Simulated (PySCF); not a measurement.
Molecule: C3H9BS2 (charge 0, singlet). 
Geometry from a B3LYP-D3(BJ)/def2-TZVP (Ansatz) optimisation:
```xyz
15

C     -1.7216    -1.5657    -0.0358
S     -1.5907     0.1882     0.4412
B      0.0731     0.8242     0.2054
C      0.1939     2.3687     0.5264
S      1.6258     0.0961    -0.3299
C      1.4375    -1.6640    -0.7624
H     -1.0993    -2.1963     0.5920
H     -1.4763    -1.7123    -1.0834
H     -2.7645    -1.8346     0.1211
H     -0.5234     2.6951     1.2818
H     -0.0142     2.9427    -0.3821
H      1.1945     2.6493     0.8604
H      1.1204    -2.2511     0.0942
H      2.4269    -1.9975    -1.0694
H      0.7496    -1.7996    -1.5915
```

Dispersion corrections to the total energy (kcal/mol) from the dftd3 and dftd4 libraries through PySCF: D3(BJ) without and D4 with the three-body term, each with the damping fitted for the functional named.

| functional | D3(BJ) | D4 |
|---|---|---|
| BP86 | -15.36 | [?] |
| B2PLYP | -7.74 | -6.36 |
| CAM-B3LYP | -7.73 | -7.88 |
| TPSS | -11.83 | -12.17 |
| BHLYP | -12.85 | [?] |
| HF | -63.97 | [?] |
| TPSSh | -11.00 | -11.10 |

### Question
What belongs in the gaps?

### Answer

- BP86, D4: -12.38
- BHLYP, D4: -11.08
- HF, D4: -30.16
